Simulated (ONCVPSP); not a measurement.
# Before and after: ONCV potential for Ni

```
Element                 : nickel (Ni)
Generator               : ONCVPSP 4.0.1
Type                    : optimised norm-conserving Vanderbilt (ONCV)
Functional              : PBE
Relativity              : non-relativistic
Frozen core             : [Ne]
Valence charge          : 18
Reference configuration : 3s2 3p6 3d8 4s1 4p1
Partial waves           : 3s+4s: rc 1.50 bohr, ncon 4, nbas 9, qcut 9.1 1/bohr, 2 projectors; 3p+4p: rc 1.55 bohr, ncon 4, nbas 8, qcut 8.6 1/bohr, 2 projectors; 3d: rc 1.50 bohr, ncon 4, nbas 9, qcut 9.3 1/bohr, 1 projector
Local potential         : polynomial inside 1.35 bohr (lpopt 5, dvloc0 0 Ha)
Core correction         : Teter function, fcfact 1.75, rcfact 1.35
```

Change: p: qcut 6.4.

Cutoffs: the cutoffs (Ha) at which the residual kinetic energy of the hardest occupied pseudo-wave falls to 1 and 0.1 mHa per electron; they do not see the model core or the augmentation charge, which bear on the density cutoff. Errors are all-electron minus pseudo energies relative to the spin-unpolarised reference configuration.

What does the change do?

The potential gets harder (39 Ha and 45 Ha → 54 Ha and 87 Ha); of the 4 tests that both files solve, the error grows in 0 and shrinks in 2 by more than 15 % and 0.3 meV (median size 0.6 → 0.4 meV); neither file shows a bound ghost.

| quantity | base | changed |
| --- | --- | --- |
| cutoff, loose | 39 Ha | 54 Ha |
| cutoff, tight | 45 Ha | 87 Ha |
| loose cutoff by channel | s 15 Ha, p 29 Ha, d 39 Ha | s 15 Ha, p 54 Ha, d 39 Ha |
| bound ghosts | none | none |
| GHOST(+) flags under 300 eV | none | none |
| error for 3s2 3p6 3d8 4s2 4p0, meV [ΔE -4.43 eV] | +0.2 | 0.0 |
| error for 3s2 3p6 3d8 4s1 4p0, meV [ΔE 4.72 eV] | +0.3 | +0.3 |
| error for 3s2 3p6 3d8 4s0 4p0, meV [ΔE 21.79 eV] | +3.9 | +3.3 |
| error for 3s2 3p6 3d8 4s0 4p1, meV [ΔE 10.19 eV] | +0.8 | +0.4 |
| s: phases at 1.52 bohr within 0.05 rad from the reference energy up to (Ha; the scan ends near 5) | to the end of the scan | to the end of the scan |
| p: phases at 1.57 bohr within 0.05 rad from the reference energy up to (Ha; the scan ends near 5) | to the end of the scan | to the end of the scan |
| d: phases at 1.52 bohr within 0.05 rad from the reference energy up to (Ha; the scan ends near 5) | 0.8 | 0.8 |
| rms error of d²Exc/dni dnj with the model core, mHa | 1.18 | 1.74 |
